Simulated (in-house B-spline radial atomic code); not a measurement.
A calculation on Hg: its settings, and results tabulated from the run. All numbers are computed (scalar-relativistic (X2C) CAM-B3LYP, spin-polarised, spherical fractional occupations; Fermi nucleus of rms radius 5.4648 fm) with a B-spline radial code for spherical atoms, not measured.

Command:
```bash
python run_scf.py task.json out
```
Settings (nuclear radius in fm, mass in u):
```
Z                80
configuration    [Xe] 4f14 5d10 6s2
hamiltonian      x2c
method           camb3lyp
spin_polarised   True
nucleus          fermi
rms_radius       5.4648
atomic_mass      201.97064
speed_of_light   137.035999084
```

Output (hartree, bohr):
```
 radial grid: 77 intervals, B-splines of order 8, outer radius 50 bohr

 iter        energy (Eh)    residual
    1      -19624.870987    7.27e-01
    2      -19591.568160    4.51e-01
    3      -19623.928142    2.67e-01
    4      -19626.873163    7.32e-02
    5      -19627.020289    5.16e-02
    6      -19627.090574    4.92e-03
    7      -19627.090711    2.05e-03
    8      -19627.090949    8.42e-04
    9      -19627.090979    9.41e-05
   10      -19627.090979    1.19e-05
   11      -19627.090979    6.44e-07

 total energy                    -19627.09098
 kinetic                           22652.7553
 electron-nucleus                 -49542.8181
 Hartree                            7642.2712
 exact exchange                      -77.4110
 exchange-correlation               -301.8883

 orbital      occ     eigenvalue          <r>       <r^2>       <1/r>       r_max
 1s up      1.000     -3049.9327    0.0157377  0.00035029     108.714    0.009228
 1s down    1.000     -3049.9327    0.0157377  0.00035029     108.714    0.009228
 2s up      1.000      -541.6183    0.0690484  0.00571014     25.5725     0.05896
 2s down    1.000      -541.6183    0.0690484  0.00571014     25.5725     0.05896
 2p up      3.000      -469.3006    0.0626319  0.00481416     20.6287     0.04838
 2p down    3.000      -469.3006    0.0626319  0.00481416     20.6287     0.04838
 3s up      1.000      -129.1007     0.180059   0.0372295     9.16818      0.1669
 3s down    1.000      -129.1007     0.180059   0.0372295     9.16818      0.1669
 3p up      3.000      -108.0228     0.181212   0.0381962     7.86687       0.166
 3p down    3.000      -108.0228     0.181212   0.0381962     7.86687       0.166
 3d up      5.000       -84.8049      0.16498   0.0318761     7.26839      0.1354
 3d down    5.000       -84.8049      0.16498   0.0318761     7.26839      0.1354
 4s up      1.000       -28.7085      0.39927    0.180101     3.82053      0.3763
 4s down    1.000       -28.7085      0.39927    0.180101     3.82053      0.3763
 4p up      3.000       -21.7321     0.424304    0.204792     3.32925      0.3953
 4p down    3.000       -21.7321     0.424304    0.204792     3.32925      0.3953
 4d up      5.000       -13.1644     0.448976    0.232939     2.95374      0.4032
 4d down    5.000       -13.1644     0.448976    0.232939     2.95374      0.4032
 5s up      1.000        -4.5651     0.905083    0.919324     1.53509      0.8298
 5s down    1.000        -4.5651     0.905083    0.919324     1.53509      0.8298
 5p up      3.000        -2.6575      1.04095     1.22685     1.28382      0.9275
 5p down    3.000        -2.6575      1.04095     1.22685     1.28382      0.9275
 4f up      7.000        -3.7713     0.482343    0.280633     2.53374      0.3669
 4f down    7.000        -3.7713     0.482343    0.280633     2.53374      0.3669
 5d up      5.000        -0.4811      1.49346     2.66161    0.888682       1.163
 5d down    5.000        -0.4811      1.49346     2.66161    0.888682       1.163
 6s up      1.000        -0.3240      2.73168     8.60312    0.470737       2.225
 6s down    1.000        -0.3240      2.73168     8.60312    0.470737       2.225

 Slater integrals (Eh)
   F0(5d up,5d up)               0.609379
   F2(5d up,5d up)               0.310721
   F4(5d up,5d up)               0.204342
   F0(5d up,5d down)             0.609379
   F2(5d up,5d down)             0.310721
   F4(5d up,5d down)             0.204342
   F0(5d up,6s up)               0.400428
   G2(5d up,6s up)               0.089134
   F0(5d up,6s down)             0.400428
   F0(5d down,5d down)           0.609379
   F2(5d down,5d down)           0.310721
   F4(5d down,5d down)           0.204342
   F0(5d down,6s up)             0.400428
   F0(5d down,6s down)           0.400428
   G2(5d down,6s down)           0.089134
   F0(6s up,6s up)               0.331227
   F0(6s up,6s down)             0.331227
   F0(6s down,6s down)           0.331227
```


One-electron X2C: radii and densities carry no picture-change correction, so inner-shell <1/r> comes out high (for 1s by about 2 % at Z = 33, 5 % at 54, 10 % at 75, 30 % at 118) and <r> low.
